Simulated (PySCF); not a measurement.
## Electric properties by functional and basis

C2H2BCl3.
Z-matrix (Å and degrees, PBE0-D3(BJ)/def2-SVP geometry), rows numbered from 1:
```
Cl
C   1  1.7114
C   2  1.3424  1  124.29
B   3  1.5376  2  121.43  1  -179.87
Cl  4  1.7589  3  121.92  2    -0.79
Cl  4  1.7528  3  119.92  2   179.23
H   2  1.0943  1  113.25  3  -179.90
H   3  1.0944  2  118.78  1     0.02
```

PySCF, dipoles from the SCF density, polarisabilities from static response with core orbitals frozen. Isolated species at its PBE0-D3(BJ)/def2-SVP geometry, gas phase.

Problem. Compare the levels for these properties.

Solution. 

| level | μ (D) | α (au) | anisotropy (au) |
| --- | --- | --- | --- |
| LDA/def2-SVPD | 1.026 | 89.39 | 64.47 |
| PBE/def2-SVPD | 1.019 | 88.83 | 64.11 |
| B3LYP/def2-SVPD | 0.963 | 85.66 | 59.51 |
| PBE0/def2-SVPD | 0.960 | 84.56 | 58.56 |
| BHandHLYP/def2-SVPD | 0.915 | 81.75 | 54.55 |
| CAM-B3LYP/def2-SVPD | 0.887 | 83.55 | 56.10 |
| wB97X-D/def2-SVPD | 0.890 | 83.03 | 55.40 |
| LC-wPBE/def2-SVPD | 0.814 | 80.97 | 53.21 |
| HF/def2-SVPD | 0.898 | 78.12 | 49.59 |
| PBE0/6-31G* | 1.103 | 65.41 | 65.54 |
| PBE0/def2-SVP | 0.935 | 63.16 | 56.50 |
| PBE0/6-31+G* | 1.063 | 74.93 | 60.63 |
| PBE0/aug-cc-pVDZ | 0.971 | 84.32 | 59.09 |
| PBE0/def2-TZVP | 0.973 | 77.73 | 59.34 |
| PBE0/def2-TZVPD | 0.952 | 85.96 | 59.28 |

The anisotropy is √(½[(α1 − α2)² + (α2 − α3)² + (α3 − α1)²]). The dipole runs from 0.81 D (LC-wPBE/def2-SVPD) to 1.10 D (PBE0/6-31G*). No reference polarisability is at hand; against PBE0 in the largest diffuse basis at hand (def2-TZVPD) the other PBE0 rows deviate by 6-31G* -24%, def2-SVP -27%, 6-31+G* -13%, def2-SVPD -2%, aug-cc-pVDZ -2%, def2-TZVP -10%. In one basis (def2-SVPD) the functionals order the polarisability from HF (lowest) to LDA (highest), a spread of 14%. With PBE0 the polarisability is 68.77 au without diffuse functions (mean of 6-31G*, def2-SVP and def2-TZVP) and 82.45 au with them (mean of 6-31+G*, def2-SVPD, aug-cc-pVDZ and def2-TZVPD).
